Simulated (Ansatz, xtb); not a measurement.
# C6H8N2: which of two isomers lies lower

Structure I is `N#C/C=C(/N)C1CC1`, a singlet and structure II is `N#C/C=C(\N)C1CC1`, a singlet. Both are isolated molecules in the gas phase, relaxed with PBE-D3(BJ)/def2-SVP; the shapes shown needn't be the lowest conformers.

I (Å):

```xyz
16

C     0.4023    2.8501   -1.8684
C     1.5467    2.7762   -1.0374
C     1.8232    1.7109   -0.2090
C     0.9570    0.4933   -0.1188
C     0.4315   -0.2100   -1.3416
C     1.5106   -0.8674   -0.5160
N    -0.5357    2.9383   -2.5763
N     2.8792    1.7161    0.6624
H     2.2236    3.6469   -1.0508
H     3.5696    2.4654    0.6237
H     3.1895    0.8259    1.0481
H     0.2976    0.4999    0.7678
H     0.7088    0.1965   -2.3250
H    -0.5924   -0.6091   -1.2942
H     1.2519   -1.7342    0.1113
H     2.5241   -0.9030   -0.9470
```

II (Å):

```xyz
16

C    -0.7063    4.1469    0.9378
C    -1.1307    2.8400    0.5960
C    -0.2291    1.7970    0.5317
C    -0.6262    0.4196    0.1139
C    -1.8490    0.1464   -0.7207
C    -0.4851    0.0077   -1.3474
N    -0.2910    5.2141    1.2198
N     1.0854    1.9327    0.8799
H    -2.1968    2.6550    0.4139
H     1.7568    1.2493    0.5341
H     1.4430    2.8668    1.0910
H    -0.3500   -0.3541    0.8521
H    -2.4638    1.0028   -1.0353
H    -2.4222   -0.7652   -0.4951
H    -0.0949   -0.9983   -1.5663
H    -0.1752    0.7885   -2.0594
```

Quicker runs give these differences E(II) − E(I): GFN2-xTB −3.3 kJ/mol; HF/STO-3G −4.9 kJ/mol (at GFN2-xTB geometries); r2SCAN-D4/def2-SVP −6.3 kJ/mol (at GFN2-xTB geometries).

Problem. Estimate E(II) − E(I) at the level CCSD(T)/def2-SVP + ΔMP2/def2-TZVPP.

Solution. Calculated at CCSD(T)/def2-SVP + ΔMP2/def2-TZVPP: E(II) − E(I) = −10.2 kJ/mol, so structure II lies lower.

How the difference moves with the method:

```csv
level,geometry,E(II) − E(I) (kJ/mol),departure from the last row (kJ/mol),"job, with rough time for the two"
GFN2-xTB,GFN2-xTB,−3.3,+6.9,"optimisation, 0.54 s"
HF/STO-3G,GFN2-xTB,−4.9,+5.4,"single point, 1.9 s"
r2SCAN-D4/def2-SVP,GFN2-xTB,−6.3,+3.9,"single point, 12 s"
PBE-D3(BJ)/def2-SVP,PBE-D3(BJ)/def2-SVP,−9.9,+0.3,"optimisation, 2.7 min"
HF/def2-SVP,PBE-D3(BJ)/def2-SVP,−11.0,−0.7,part of the CCSD(T) run
MP2/def2-SVP,PBE-D3(BJ)/def2-SVP,−8.5,+1.7,part of the CCSD(T) run
CCSD(T)/def2-SVP,PBE-D3(BJ)/def2-SVP,−8.0,+2.2,single point
CCSD(T)/def2-SVP + ΔMP2/def2-TZVPP,PBE-D3(BJ)/def2-SVP,−10.2,,"single point, 5.5 min"
```

As drawn, both hold the same kinds of bond in the same numbers.

The levels shown agree on the order. The largest departure from CCSD(T)/def2-SVP + ΔMP2/def2-TZVPP is that of GFN2-xTB, 6.9 kJ/mol. A small imaginary or near-zero mode remains, so no thermal terms are given. The last row adds to CCSD(T) the change of the MP2 difference between the two basis sets, here −2.2 kJ/mol.

The correlated steps freeze 8 core orbitals. Codes used: Ansatz 0.2.0, xtb 6.7.1; the last row on 2 threads of Intel(R) Xeon(R) Processor @ 2.50GHz (Skylake/Cascade Lake) on a shared host.
